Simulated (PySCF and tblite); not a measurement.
Values are calculated unless marked as measured or tabulated.
**Dynamics report: pyramidal inversion**

System: C5H10OPSi (charge -1), numbered as in [O:1]=[C:2]1[CH2:3][CH2:4][CH2:5][C@@H:6]1[SiH-:7][PH2:8].

Motion: pyramidal inversion at Si7. The path came from a restrained scan, a climbing-image band and a saddle search at GFN2-xTB; energies are PBE/pcSseg-1 + D3(BJ)//GFN2-xTB, thermal terms GFN2-xTB. Rate constants are transition-state-theory values, counting equivalent paths, without tunnelling. (PySCF 2.14 with density fitting, tblite 0.8.)

| point | symmetry | E(GFN2) kcal/mol | E(DFT) kcal/mol | ZPE change kcal/mol | lowest mode cm⁻¹ |
| --- | --- | --- | --- | --- | --- |
| start | C1 | 0.0 | 0.0 | 0.00 | 60 |
| saddle | C1 | 27.7 | 24.5 | -0.61 | 666i |
| end | C1 | 0.1 | 1.6 | -0.13 | 41 |

| Item | Value |
| --- | --- |
| Electronic barrier | 24.5 kcal/mol |
| Barrier with zero-point energy | 23.9 kcal/mol |
| ΔH‡ (298 K) | 23.7 kcal/mol |
| ΔS‡ (298 K, symmetry apart) | -1.3 cal/(mol K) |
| Paths | 1 equivalent path |
| End point | a different minimum |
| Mean lifetime of the start against this motion at 298 K | 19 h |
| Cost | 3.1 min on 1 thread of Arm Neoverse V1 (shared host) (rough), peak memory 0.76 GiB, launched as `OMP_NUM_THREADS=1 python ens_run.py task.json out` |

```csv
T/K,ΔG‡ kcal/mol,k s⁻¹,ΔG kcal/mol,k back s⁻¹
200,23.9,2.9×10⁻¹⁴,1.3,8.4×10⁻¹³
250,24.0,5.6×10⁻⁹,1.3,7.8×10⁻⁸
298,24.0,1.5×10⁻⁵,1.3,0.00013
350,24.1,0.0065,1.2,0.039
400,24.2,0.52,1.2,2.4
500,24.4,237,1.2,777
```

ΔG and ΔG‡ leave out symmetry numbers and mirror images; rates count paths: 1 out, 1 back.

The ion is treated without a counter-ion.
